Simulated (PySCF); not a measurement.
C₈H₇Cl, SMILES C=Cc1ccccc1Cl, GFN2-xTB optimised geometry. Atoms within 1.6 Å of the plane z = 1.2 Å (x, y, z in Å): C1 (-2.30, -1.89, 0.00), C2 (-0.98, -1.76, 0.00), C3 (-0.23, -0.51, 0.00), C4 (-0.86, 0.74, 0.00), C5 (-0.14, 1.92, 0.00), C6 (1.24, 1.89, 0.00), C7 (1.90, 0.67, 0.00), C8 (1.17, -0.51, 0.00), Cl9 (2.06, -1.99, 0.00), H10 (-2.76, -2.87, 0.00), H11 (-2.98, -1.06, 0.00), H12 (-0.37, -2.65, 0.00), H13 (-1.94, 0.78, 0.00), H14 (-0.66, 2.87, 0.00), H15 (1.81, 2.80, 0.00), H16 (2.98, 0.63, 0.00).

Level of theory: CAM-B3LYP/def2-TZVP in PySCF 2.14.0.

Map of the log10 of the electron density (e/bohr³), floored at −4 on the plane z = 1.2 Å:

```
|000000000000000000000000000|
|000000000000000000000000000|
|000000000000000000000000000|
|000000000122322122220000000|
|000000000234443344432000000|
|000000001356665556543100000|
|000000002456777777654200000|
|000000013467888888764200000|
|000000124568888888765310000|
|000000245678888888876431000|
|000001356788887788876542000|
|000002456788876678887653100|
|000012356788877788887653100|
|000123345678888888876542000|
|000234445678888888765431000|
|001345666678888888765432000|
|001356777788877778887642000|
|001457888888766678998753100|
|001357888888765679999753100|
|001356788887765679998753100|
|001356777777655578887642000|
|000245665555544456766431000|
|000134444333332344544310000|
|000012322111111122222100000|
|000000000000000000000000000|
|000000000000000000000000000|
|000000000000000000000000000|
```
Scale: ten equal steps from -4.00 (start of '0') to -1.45 (end of '9'), in the order '0123456789'; x runs from -5.00 to 5.00, y from -5.00 (bottom) to 5.00 (top).
